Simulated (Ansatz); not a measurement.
Input file for Ansatz (an electronic-structure program): R-PBE0/def2-TZVPPD on HI (SMILES I) with ghost functions, monomers drawn apart or pushed together. Elements past Kr take the def2 small-core potentials; no spin–orbit coupling. Files ending in .json are basis or fitting sets from the Basis Set Exchange.

Ansatz 0.2 input:
```yaml
crystal:
  periodic: [false, false, false]
  atoms:
    - {symbol: I, position_ang: [-0.02252384, -0.47709078, 4.51192034]}
    - {symbol: H, position_ang: [-0.04726210, -0.30835198, 2.79791016]}
basis:
  gaussian:
    orbitals: def2-TZVPPD.json
    ghost_atoms:
      - {symbol: N, position_ang: [-0.08030723, -0.08380489, 0.51713559]}
      - {symbol: H, position_ang: [0.15046936, -0.96815748, 0.07880177]}
      - {symbol: H, position_ang: [-1.00252691, 0.20491527, 0.21117785]}
      - {symbol: H, position_ang: [0.59612786, 0.61363946, 0.22823427]}
hamiltonian:
  xc: {name: PBE0}
scf: {lower_state_search: off}
```

Task: What total energy does the run end on?

Result: -298.3146 hartree.
